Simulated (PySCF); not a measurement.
## Calculated NMR data

PySCF calculation with NMR shieldings at PBE0/pcSseg-1/GIAO and GFN2-xTB structure; one computed conformer, isolated molecule, fast rotation and ring inversion assumed for equivalent nuclei, non-relativistic Hamiltonian.

References, each an isolated molecule treated in the same way: ¹H (σ = 31.72 ppm), ¹³C (σ = 186.93 ppm) against TMS. Splittings of carbon signals by F and P are missing where no couplings were computed. Where no couplings were computed, multiplicities follow the n + 1 count of equivalent neighbours, and m marks all less simple cases (inequivalent or close neighbours, rings, F or P nearby). Shifts are as computed. Against solution values, carbons near 30 ppm lie about +3 ppm off and those near 130 ppm about +5 ppm. Of 1211 compounds with measured shifts, 218 miss one by over three times the rms of a fit or turn the order of signals round; such compounds aren't used in these exercises.

**1.** `C=C/C(C)=P/C1CC1`, C7H11P. ¹H NMR (500 MHz, computed): δ 7.29 (m, 1H), 5.57 (m, 1H), 5.32 (m, 1H), 2.64 (m, 3H), 1.18 (m, 1H), 1.02 (m, 2H), 0.53 (m, 2H). ¹³C{¹H} NMR (computed): δ 214.2, 149.9, 116.1, 21.2, 14.0, 8.3.

**2.** `InChI=1S/C6H8F3OP/c1-4-2-11(10,3-4)6(9)5(7)8/h4H,2-3H2,1H3/t4-,11-`. ¹H NMR (500 MHz, computed): δ 2.95 (m, 2H), 2.41 (m, 2H), 2.31 (m, 1H), 1.19 (d, 3H). ¹³C{¹H} NMR (computed): δ 169.8 (C), 140.0 (C), 46.9 (CH2), 26.5 (CH3), 19.3 (CH).

**3.** `[SiH3]O[SiH2]COC`, C2H10O2Si2. ¹H NMR (500 MHz, computed): δ 5.06 (t, 2H), 5.05 (s, 3H), 3.58 (s, 3H), 3.20 (t, 2H). ¹³C{¹H} NMR (computed): δ 67.7 (CH2), 65.5 (CH3).
